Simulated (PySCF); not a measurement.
A calculated (UHF, PySCF 2.14, x2c-TZVPall, scalar relativity by spin-free X2C-1e) atom or ion has these occupied shells.

```csv
shell,electrons,orbital energy (eV),"rms radius, mean of both spins (bohr)"
1s α,1,-4546.5,0.0844
1s β,1,-4546.5,0.0844
2s α,1,-531.27,0.370
2s β,1,-530.80,0.370
2p α,3,-433.92,0.340
2p β,3,-433.53,0.340
3s α,1,-78.252,1.15
3s β,1,-76.436,1.15
3p α,3,-50.741,1.27
3p β,3,-48.730,1.27
3d α,1,-16.265,1.86
4s α,1,-12.302,3.69
```

(1) Name the element and its charge.

Answers

(1) Sc+ (scandium, charge +1), in [Ar] 3d1 4s1, high-spin 3D determinant.
